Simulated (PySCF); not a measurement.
Si(H)3(SMe) (CH₆SSi), SMILES [SiH3]SC. Geometry optimised at B3LYP-D3(BJ)/def2-SVP.

Task: Give the equilibrium geometry at B3LYP-D3(BJ)/def2-SVP (PySCF confirms it by a frequency run) as bond lengths and angles, and its point group. (An estimate is asked for; the answer gives what the named calculation found.)

Result: point group Cs.
Atoms: Si1 S2 C3 H4 H5 H6 H7 H8 H9. Bonds (Å): Si1–S2 2.150, Si1–H4 1.488, Si1–H5 1.493, Si1–H6 1.493, S2–C3 1.839, C3–H7 1.100, C3–H8 1.098, C3–H9 1.100. Angles (°): S2–Si1–H4 106.1, S2–Si1–H5 111.4, S2–Si1–H6 111.4, H4–Si1–H5 110.0, H4–Si1–H6 110.0, H5–Si1–H6 107.9, Si1–S2–C3 99.6, S2–C3–H7 111.3, S2–C3–H8 106.6, S2–C3–H9 111.3, H7–C3–H8 108.8, H7–C3–H9 109.8, H8–C3–H9 108.8.
Charge 0, spin multiplicity 1.
